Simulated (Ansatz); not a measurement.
A further run on Si(vinyl)4 (C8H12Si).

```yaml
crystal:
  periodic: [false, false, false]
  atoms:
    - {symbol: Si, position_ang: [0.030725, 0.050152, -0.042463]}
    - {symbol: C, position_ang: [-0.018134, -0.002321, 1.837685]}
    - {symbol: C, position_ang: [0.830371, -0.699083, 2.611418]}
    - {symbol: H, position_ang: [-0.830732, 0.546312, 2.336809]}
    - {symbol: H, position_ang: [1.665934, -1.270736, 2.187029]}
    - {symbol: H, position_ang: [0.730698, -0.733066, 3.703844]}
    - {symbol: C, position_ang: [1.804080, 0.126229, -0.661117]}
    - {symbol: C, position_ang: [2.875055, 0.498229, 0.057735]}
    - {symbol: H, position_ang: [1.963697, -0.129123, -1.720109]}
    - {symbol: H, position_ang: [2.791090, 0.765252, 1.118828]}
    - {symbol: H, position_ang: [3.880213, 0.553035, -0.379789]}
    - {symbol: C, position_ang: [-0.892777, 1.573844, -0.646988]}
    - {symbol: C, position_ang: [-2.228394, 1.668166, -0.754024]}
    - {symbol: H, position_ang: [-0.298898, 2.467985, -0.889067]}
    - {symbol: H, position_ang: [-2.889332, 0.820855, -0.529998]}
    - {symbol: H, position_ang: [-2.725359, 2.594866, -1.068329]}
    - {symbol: C, position_ang: [-0.765677, -1.516619, -0.709803]}
    - {symbol: C, position_ang: [-1.571048, -1.598730, -1.780767]}
    - {symbol: H, position_ang: [-0.514341, -2.451221, -0.185093]}
    - {symbol: H, position_ang: [-1.865185, -0.707480, -2.349407]}
    - {symbol: H, position_ang: [-1.971976, -2.556535, -2.136385]}
basis:
  gaussian: {orbitals: STO-3G}
hamiltonian: {xc: {name: PBE-QIDH}}
scf: {lower_state_search: off}
```

```sh
$ ansatz run in.yaml --threads 2 --pin off --events-out ev --progress --plain --max-ram 32768MiB --backend cuda --devices 0, --max-vram 18GiB
```

Output, abridged:

```
Functional definition: PBE-QIDH
821 factors; integrals over basis functions are off by at most 4.6e-5 eV
mean field evaluation 1: about -16141.4782 eV, gradient 1.6e1 eV
mean field evaluation 2: about -16141.5607 eV, gradient 1.5e1 eV
mean field evaluation 4: about -16142.5490 eV, gradient 9.2e-1 eV
mean field evaluation 8: about -16142.5514 eV, gradient 3.7e-3 eV
mean field evaluation 16: about -16142.5514 eV, gradient 1.7e-6 eV
mean field -16142.55136443 eV, -593.2278208286 hartree, gradient 1.7e-6 eV, S^2 0.000000; 0 other end points of the search recorded, 0 dependent functions left out
13 core orbitals not correlated: weight in the atoms' cores, before any rotation towards them, 0.999 or more for the frozen orbitals, at most 0.000 for the correlated occupied ones
reference -16142.55137588 eV, -593.2278212492 hartree; 24, 24 occupied and 24, 24 virtual orbitals, 821 factors
second order -16.71966220 eV of doubles, -0.00000000 eV of singles
Total energy: -16148.12459661 eV, -593.4326333334 hartree
Checks for a lower state left out: stability, starts, cluster_reference, orbital_swaps, neighbouring_geometries, increment
```

Hardware: 2 threads of AMD EPYC 7R13 on a shared host and a share (18 GiB) of an NVIDIA H100 80GB HBM3. Wall time 14 s, peak host memory 0.77 GiB.

Correlated methods freeze 13 core orbitals.
